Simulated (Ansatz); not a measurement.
`[Br][Zr]([Br])([Br])[Br]`. The species carries charge 0 and has multiplicity 1. Zr takes the def2 core potential. All single points use the PBE0-D4/def2-TZVP geometry.

```xyz
5

Br   -1.712    0.247    1.758
Zr    0.000    0.000    0.000
Br    0.090    2.059   -1.355
Br    2.200   -0.393    1.044
Br   -0.578   -1.913   -1.446
```

**Question.** What is the dipole moment at PBE/def2-TZVPP? (Best estimate.)

**Answer.** Computed: 0.00 D, zero by symmetry or nearly so.

**Question.** Give the Mulliken charges with PBE, r2SCAN, ωB97M-V in def2-TZVPP. (Best estimate.)

**Answer.** The calculation gave: 
```tsv
atom	PBE	r2SCAN	ωB97M-V
Br1	-0.18	-0.20	-0.16
Zr2	0.71	0.80	0.65
Br3	-0.18	-0.20	-0.16
Br4	-0.18	-0.20	-0.16
Br5	-0.18	-0.20	-0.16
```
